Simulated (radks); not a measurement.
All-electron atom: Hg IV in [Xe] 4f14 5d9. Method: scalar-relativistic Kohn-Sham, LDA (Slater exchange, Perdew-Wang correlation), spin-polarised, spherical densities, finite nucleus; open shells are filled with parallel spins first (spin-orbit coupling, left out, can overturn this in heavy ions); Fermi nuclear charge, rms radius 5.4648 fm; computed with a radial shooting solver on a logarithmic mesh with Libxc functionals.

Normalised radial functions P(r) = r R(r), r in bohr:

r,4f down,5p up
0.0006285,0.0000,0.0012
0.0009604,0.0000,0.0024
0.001468,0.0000,0.0049
0.002243,0.0000,0.0097
0.003427,0.0000,0.0194
0.005236,0.0000,0.0381
0.008001,0.0001,0.0724
0.01223,0.0003,0.1304
0.01868,0.0014,0.2131
0.02855,0.0062,0.2928
0.04362,0.0252,0.2824
0.06666,0.0906,0.0602
0.1019,0.2753,-0.3189
0.1557,0.6662,-0.3717
0.2378,1.1964,0.2535
0.3634,1.4807,0.6080
0.5554,1.1981,-0.2673
0.8486,0.6026,-1.1334
1.297,0.1703,-0.8431
1.982,0.0230,-0.2424
3.028,0.0011,-0.0235
4.627,0.0000,-0.0005

4f down: eigenvalue -130.82 eV, 0 radial nodes, <r> = 0.482 bohr, 90 % of the charge inside 0.771 bohr. 5p up: eigenvalue -101.15 eV, 3 radial nodes at r = 0.0716, 0.207, 0.505 bohr, <r> = 1.03 bohr, 90 % of the charge inside 1.49 bohr.
